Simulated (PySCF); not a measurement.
## Worked example: chemical shift, span and skew from a shielding tensor

H6NSi2, SMILES [SiH2]N[SiH3] (connectivity only; charge and spin as stated), charge +1, multiplicity 1. Atoms are numbered in the order given.

```xyz
9

Si     0.1525     1.5865     0.0000
N     -0.6013     0.1187     0.0000
Si     0.1319    -1.5616     0.0000
H      1.6268     1.5982     0.0000
H     -0.6677     2.8128     0.0000
H     -1.6259     0.1350     0.0000
H     -0.3486    -2.2175     1.2392
H      1.5914    -1.2907     0.0000
H     -0.3486    -2.2175    -1.2392
```
Charge +1, spin multiplicity 1.

Geometry: PBE0-D3(BJ)/def2-SVP. The spin state was assumed, not searched. The isomer is the one that the SMILES or the coordinates give; other isomers of the formula were not compared.

GIAO shieldings from KT2/pcSseg-1 (PySCF), non-relativistic, no solvent. The symmetric part of the tensor of N2 has the principal values -72.5, 126.0, 246.6 ppm. The same nucleus in NH3 has σ = 266.2 ppm at this level (PySCF, at its B3LYP-D3(BJ)/def2-TZVP geometry).

### Question
Work out the isotropic shielding, the ¹⁵N shift against NH3, the span and the skew.

### Answer

σ(iso) = (σ11 + σ22 + σ33)/3 = 100.0 ppm. δ = σ(ref) − σ(iso) = 266.2 − (100.0) = 166.2 ppm.
Span Ω = σ33 − σ11 = 319.1 ppm. Skew κ = 3(σ(iso) − σ22)/Ω = -0.24. Tumbling in solution averages the tensor to δ; in a static solid the shielding alone would spread this spin-1/2 line over Ω.
